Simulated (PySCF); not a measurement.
Isomers of H3B2N. All species are isolated molecules in the gas phase. One relaxed conformer stands for each flexible species; it need not be the lowest. Strings in code marks are SMILES.

Level of theory: CAM-B3LYP-D3(BJ)/def2-TZVP run with PySCF. Delta-SCF ions had no search for a lower state. Excitations are Tamm–Dancoff values on a coarser integration grid. The basis has no diffuse functions, so Rydberg states are missing or too high.

```json
[
 {"species": "`B=BN`", "HOMO–LUMO gap (eV)": "4.80", "S1–T1 gap (TDA) (eV)": "?", "S1 excitation (TDA) (eV)": "0.37", "vertical ionisation energy (Delta-SCF) (eV)": "7.25"},
 {"species": "`B=NB`", "HOMO–LUMO gap (eV)": "?", "S1–T1 gap (TDA) (eV)": "0.32", "S1 excitation (TDA) (eV)": "4.47", "vertical ionisation energy (Delta-SCF) (eV)": "10.31"},
 {"species": "`BB=N`", "HOMO–LUMO gap (eV)": "8.19", "S1–T1 gap (TDA) (eV)": "0.30", "S1 excitation (TDA) (eV)": "?", "vertical ionisation energy (Delta-SCF) (eV)": "10.87"}
]
```

Task: Fill in the missing entries.

Result: 
- `B=BN`, S1–T1 gap (TDA) (eV): -3.28
- `B=NB`, HOMO–LUMO gap (eV): 8.68
- `BB=N`, S1 excitation (TDA) (eV): 4.38
